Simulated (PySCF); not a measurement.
# Electron correlation in Ni¹⁵⁺ (nickel, charge +15)

[Ne] 3s2 3p1, 2P determinant. Calculation: PySCF 2.14, in an even-tempered Gaussian basis (17 s from 0.93 bohr⁻², ratio 2.5; 11 p from 1.2 bohr⁻², ratio 2.5; 5 d from 6.3 bohr⁻², ratio 2.7; 4 f from 9.5 bohr⁻², ratio 2.7); no relativity, point nucleus. Frozen: 1s2; 11 electrons correlated; the 18 highest virtual orbitals of each spin left out.

MP2 pair energies summed by pair of shells (mhartree):

```json
{"pair": "2p-2p", "energy": "-200.83", "share (%)": "47.7"}
{"pair": "2s-2p", "energy": "-57.74", "share (%)": "13.7"}
{"pair": "3s-3s", "energy": "-48.13", "share (%)": "11.4"}
{"pair": "2p-3s", "energy": "-41.86", "share (%)": "9.9"}
{"pair": "3s-3p", "energy": "-32.20", "share (%)": "7.6"}
{"pair": "2p-3p", "energy": "-19.45", "share (%)": "4.6"}
{"pair": "2s-2s", "energy": "-10.20", "share (%)": "2.4"}
{"pair": "2s-3s", "energy": "-6.86", "share (%)": "1.6"}
{"pair": "2s-3p", "energy": "-3.69", "share (%)": "0.9"}
```

Total MP2 correlation energy: -420.96 mhartree.

Same-spin part -100.92 and opposite-spin part -320.04 mhartree; SCS-MP2 scales them by 1/3 and 6/5 to -417.69 mhartree.
